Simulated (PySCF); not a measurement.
Correlation energy of Be⁺ (beryllium, charge +1)

[He] 2s1, 2S determinant. Calculation: PySCF 2.14, in an even-tempered Gaussian basis (21 s from 0.022 bohr⁻², ratio 2.2; 10 p from 0.057 bohr⁻², ratio 2.4; 7 d from 0.17 bohr⁻², ratio 2.4; 6 f from 0.26 bohr⁻², ratio 2.4; 6 g from 0.39 bohr⁻², ratio 2.4); scalar relativity by spin-free X2C-1e. Frozen: nothing; 3 electrons correlated; the 13 highest virtual orbitals of each spin left out.

MP2 pair energies summed by pair of shells (mhartree):

```csv
pair,energy,share (%)
1s-1s,-40.09,91.6
1s-2s,-3.68,8.4
```

Total MP2 correlation energy: -43.77 mhartree.

Same-spin part -0.95 and opposite-spin part -42.82 mhartree; SCS-MP2 scales them by 1/3 and 6/5 to -51.70 mhartree.
